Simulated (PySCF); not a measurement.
## Spinor energies of Re³⁺ (rhenium, charge +3)

Start: [Xe] 4f14 5d4; 5d3/2 filled at m_j = -3/2, -1/2, +1/2, +3/2. Calculated with PySCF 2.14 in x2c-TZVPPall-2c (11s11p10d3f1g, 124 functions): generalised Hartree-Fock with the X2C-1e Hamiltonian and a Gaussian nucleus; one run each with spin-orbit coupling (SO) switched off, then screened by Boettger's factors.

```
spinor shell  electrons  ε, spin-free (eV)  ε, screened SO (eV)  weight of nominal j (screened SO)  rms radius, screened SO (bohr)
       1s1/2          2           -72099.2             -72076.0                              1.000                          0.0204
       2s1/2          2           -12670.0             -12662.7                              1.000                          0.0824
       2p1/2          2           -11065.9             -12096.1                              1.000                          0.0700
       2p3/2          4           -11065.9             -10650.6                              1.000                          0.0775
       3s1/2          2            -3020.5              -3018.0                              1.000                           0.210
       3p1/2          2            -2539.5              -2765.6                              1.000                           0.202
       3p3/2          4            -2539.5              -2446.5                              1.000                           0.217
       3d3/2          4            -1987.5              -2027.5                              1.000                           0.192
       3d5/2          6            -1987.5              -1958.6                              1.000                           0.196
       4s1/2          2            -687.60              -686.70                              1.000                           0.468
       4p1/2          2            -527.00              -580.27                              1.000                           0.476
       4p3/2          4            -527.00              -504.77                              1.000                           0.509
       4d3/2          4            -321.30              -329.63                              0.999                           0.531
       4d5/2          6            -321.30              -314.91                              0.999                           0.543
       5s1/2          2            -130.40              -130.12                              1.000                            1.11
       5p1/2          2            -86.738              -97.122                              0.935                            1.23
       4f5/2          6            -90.598              -91.711                              0.989                           0.637
       4f7/2          8            -90.598              -88.933                              0.992                           0.637
       5p3/2          4            -86.738              -82.024                              0.967                            1.30
       5d3/2          4            -40.275              -40.279                              0.672                            1.78
```

```tsv
quantity	spin-free	screened SO
E (hartree)	-16678.11984	-16698.91985
M_J	0	0
⟨J²⟩	4.008	2.694
⟨L²⟩	6.004	5.612
⟨S²⟩	6.004	5.603
```

The determinant has a definite M_J but mixes levels of different J.

Each row is a mean over spinors that exchange with the open shell spreads, by up to 4.795 eV (5p3/2).

Rows whose weight is well below 1 are mixtures of j = l ± 1/2: exchange outweighs spin-orbit coupling there, and the label is only the starting occupation.

Breit and QED terms are absent; they matter most for the inner s and p1/2 levels.

Densities and radii are taken from the X2C orbitals without a picture-change correction, which distorts them close to the nucleus.

Without spin-orbit coupling the j labels of p, d and f shells carry no meaning; the spin-free column gives the mean over the occupied spinors of each nl shell, and its ⟨J²⟩ belongs to a mixture of degenerate components.
